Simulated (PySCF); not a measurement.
C4H10BN, SMILES C=CB(C)NC.

Geometry optimised at B3LYP-D3(BJ)/def2-SVP. This is a generated structure with no PubChem entry under its InChIKey; it may be hypothetical. One conformer was computed; it need not be the lowest.

Method: PySCF 2.14.0 with TDDFT-PBE/def2-SVPD.

Vertical excitations. Gas-phase values at a fixed geometry.

Computed lowest excited states:
```csv
state,energy (eV),λ (nm),f,main pairs
S1,5.19,239,0.062,"HOMO→LUMO 78 %, HOMO−1→LUMO 16 %"
S2,5.82,213,0.029,"HOMO−2→LUMO 41 %, HOMO→LUMO+1 36 %, HOMO−1→LUMO 19 %"
S3,5.86,212,0.009,"HOMO→LUMO+1 63 %, HOMO−2→LUMO 22 %, HOMO−1→LUMO 11 %"
S4,6.28,198,0.093,"HOMO−2→LUMO 30 %, HOMO−1→LUMO 28 %, HOMO→LUMO+2 15 %, HOMO→LUMO 11 %"
S5,6.44,193,0.017,HOMO−1→LUMO+1 93 %
S6,6.61,187,0.021,"HOMO→LUMO+3 61 %, HOMO→LUMO+2 36 %"
S7,6.73,184,0.012,"HOMO−3→LUMO 70 %, HOMO→LUMO+3 14 %, HOMO→LUMO+2 11 %"
S8,6.84,181,0.024,"HOMO→LUMO+4 33 %, HOMO−3→LUMO 19 %, HOMO→LUMO+2 18 %, HOMO−2→LUMO+1 11 %"
S9,6.92,179,0.008,HOMO−2→LUMO+1 87 %
S10,7.19,172,0.005,"HOMO−1→LUMO+3 58 %, HOMO−1→LUMO+2 38 %"
T1,4.04,307,0,"HOMO→LUMO 76 %, HOMO−1→LUMO 20 %"
T2,4.75,261,0,"HOMO−1→LUMO 73 %, HOMO→LUMO 22 %"
T3,5.44,228,0,HOMO−2→LUMO 96 %
T4,5.73,216,0,HOMO→LUMO+1 99 %
```
Triplets are in the Tamm–Dancoff approximation, which puts them higher than full response would, so one can lie above its singlet here.
